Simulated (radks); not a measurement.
Values are calculated unless marked as measured or tabulated.
S+, configuration [Ne] 3s2 3p3. Code: a radial shooting solver on a logarithmic mesh with Libxc functionals. Model: scalar-relativistic Kohn-Sham, r2SCAN, spin-polarised, spherical densities, finite nucleus; open shells are filled with parallel spins first; meta-GGA in the generalised Kohn-Sham scheme; Fermi nuclear charge, rms radius 3.2611 fm.

Normalised radial functions P(r) = r R(r), r in bohr:

```
   r/bohr * 2p up (the largest magnitude, 1.45, reaches the edge; | marks zero)
 0.005097 *
 0.005747 *
 0.006479 *
 0.007306 *
 0.008237 *
 0.009362 *
  0.01056 |*
   0.0119 |*
  0.01342 |*
  0.01513 |*
  0.01706 |*
  0.01939 | *
  0.02186 | *
  0.02465 |  *
  0.02779 |  *
  0.03133 |   *
  0.03533 |    *
  0.04015 |     *
  0.04527 |      *
  0.05104 |        *
  0.05755 |          *
  0.06489 |            *
  0.07375 |              *
  0.08315 |                 *
  0.09375 |                    *
   0.1057 |                        *
   0.1192 |                            *
   0.1344 |                                *
   0.1527 |                                    *
   0.1722 |                                        *
   0.1942 |                                            *
   0.2189 |                                                *
   0.2468 |                                                   *
   0.2783 |                                                     *
   0.3163 |                                                      *
   0.3566 |                                                      *
   0.4021 |                                                    *
   0.4533 |                                                 *
   0.5111 |                                             *
   0.5809 |                                       *
    0.655 |                                 *
   0.7385 |                           *
   0.8327 |                     *
   0.9388 |               *
    1.059 |          *
    1.203 |       *
    1.356 |    *
    1.529 |  *
    1.724 | *
    1.944 |*
    2.192 *
    2.491 *
    2.809 *
    3.167 *
    3.571 *
    4.026 *
     4.54 *
     5.16 *
    5.818 *
    6.559 *
```

2p up: eigenvalue -170.92 eV, 0 radial nodes, <r> = 0.441 bohr, 90 % of the charge inside 0.734 bohr.
